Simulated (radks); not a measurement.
Zn IV, 27 electrons, occupied as [Ar] 3d9.

Calculated with a radial shooting solver on a logarithmic mesh with Libxc functionals: non-relativistic Kohn-Sham, LDA (Slater exchange, VWN5 correlation), spin-unpolarised, spherical densities, point nucleus.

Energy parts (eV):
| part | energy |
|---|---|
| total | -48273.496 |
| kinetic | 48224.587 |
| electron-nucleus | -114557.715 |
| Hartree | 19882.614 |
| exchange-correlation | -1822.982 |

Orbitals (lengths in bohr, moments of r in powers of bohr):
orbital,occ.,eigenvalue (eV),<1/r>
1s,2,-9429.673,29.46
2s,2,-1172.733,6.423
2p,6,-1039.860,6.396
3s,2,-166.2046,2.056
3p,6,-123.8462,1.934
3d,9,-51.4201,1.607

The highest occupied level is 3d at -51.420 eV. Summed over all electrons, <r^2> = 12.76 bohr^2, which gives a Langevin (diamagnetic) susceptibility term of -10.1 x 10^-6 cm^3/mol. The electron density at the nucleus is 1.838e+04 e/bohr^3. The density falls to 0.001 e/bohr^3 at r = 2.60 bohr. Virial ratio -V/T = 2.00101.
